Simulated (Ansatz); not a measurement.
Ge(vinyl)2(NCO)2 (C₆H₆GeN₂O₂). Charge 0, multiplicity 3. Geometry PBE-D4/def2-SVP, that of the neutral singlet; atoms count from 1.

Cartesian coordinates in Å:
```
Ge -0.2068 0.2755 0.1079
C 0.5657 1.3869 -1.2776
C 1.2008 0.8594 -2.3394
H 0.4675 2.4814 -1.1693
H 1.3042 -0.2322 -2.4640
H 1.6367 1.4953 -3.1295
C 0.4483 0.4906 1.9178
C 1.1983 -0.4410 2.5321
H 0.1847 1.4273 2.4401
H 1.4731 -1.3874 2.0358
H 1.5659 -0.3027 3.5633
N 0.0863 -1.4669 -0.4263
C -0.2340 -2.6327 -0.2790
O -0.4893 -3.7838 -0.1956
N -2.0297 0.5713 0.1747
C -3.0636 0.6037 -0.4695
O -4.1081 0.6552 -1.0215
```

At PBE0-D4/def2-TZVP a singlet of charge 0 lies 4.05 eV below the triplet at the same geometry.

**Question.** Estimate the Mulliken populations from the PBE0/def2-TZVP orbitals of Ansatz.

**Answer.** 
| atom | charge (e) | spin (α − β) |
| --- | --- | --- |
| Ge1 | 0.65 | 0.01 |
| C2 | -0.28 | 0.00 |
| C3 | -0.22 | 0.03 |
| H4 | 0.14 | 0.00 |
| H5 | 0.15 | 0.00 |
| H6 | 0.14 | 0.00 |
| C7 | -0.21 | 0.98 |
| C8 | -0.29 | 1.12 |
| H9 | 0.16 | -0.05 |
| H10 | 0.16 | -0.06 |
| H11 | 0.15 | -0.05 |
| N12 | -0.35 | 0.00 |
| C13 | 0.31 | 0.00 |
| O14 | -0.24 | 0.00 |
| N15 | -0.33 | 0.01 |
| C16 | 0.31 | 0.00 |
| O17 | -0.25 | 0.00 |
Mulliken values and Mayer orders depend strongly on the basis.

**Question.** Where does the spin sit?

**Answer.** Summed by element: Ge 0.01, C 2.13, H -0.16, N 0.01, O 0.00, of 2 unpaired in all. Largest on single atoms: C8 1.12, C7 0.98, H10 -0.06.

**Question.** And the Mayer bond orders between bonded heavy atoms (over 0.3)?

**Answer.** Ge1–C2 0.95 (1.94 Å); Ge1–C7 1.02 (1.94 Å); Ge1–N12 0.89 (1.85 Å); Ge1–N15 0.92 (1.85 Å); C2–C3 1.92 (1.34 Å); C7–C8 0.94 (1.34 Å); N12–C13 2.05 (1.22 Å); C13–O14 2.11 (1.18 Å); N15–C16 2.05 (1.22 Å); C16–O17 2.10 (1.18 Å).
